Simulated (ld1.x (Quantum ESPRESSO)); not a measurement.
Ranking PAW potentials for He

All share these settings but for the change named:

He (Z = 2), PAW, made with ld1.x (Quantum ESPRESSO) 7.5 (PW91, scalar-relativistic). Core none, reference 1s0.5 (charge +1.5). Waves: 1s (bound): rcut 0.30, rcutus 0.35 bohr; 1s channel at -0.6 Ry: rcut 0.30, rcutus 0.35 bohr. Local part: all-electron potential smoothed inside 0.25 bohr (lloc = -1). Core correction: none. Augmentation charge: BESSEL, radius 0.25 bohr.

Test errors are all-electron minus pseudo excitation energies from the reference, over 1s2; 1s1; 1s1.5. None of these files shows a bound ghost.

The base gives 6.4 meV.

Of 7 variants that were run, those that failed, showed a ghost or another fault, or gave nearly equal values are left out.

A variant can come out equal or close to the base, since the largest error may sit in a test that the change hardly touches while other tests move.

(1) Rank these variants by their largest absolute test error, smallest first.
A. augmentation PSQ, radius 0.25 bohr
B. waves 1s (bound): rcut 0.30, rcutus 0.48 bohr; 1s channel at -0.6 Ry: rcut 0.30, rcutus 0.48 bohr
C. type TM; waves now 1s (bound): rc 0.35 bohr; local potential all-electron potential smoothed inside 0.35 bohr (lloc = -2)

## Answers

(1) B (5.8 meV), A (7.3 meV), C (10.2 meV).
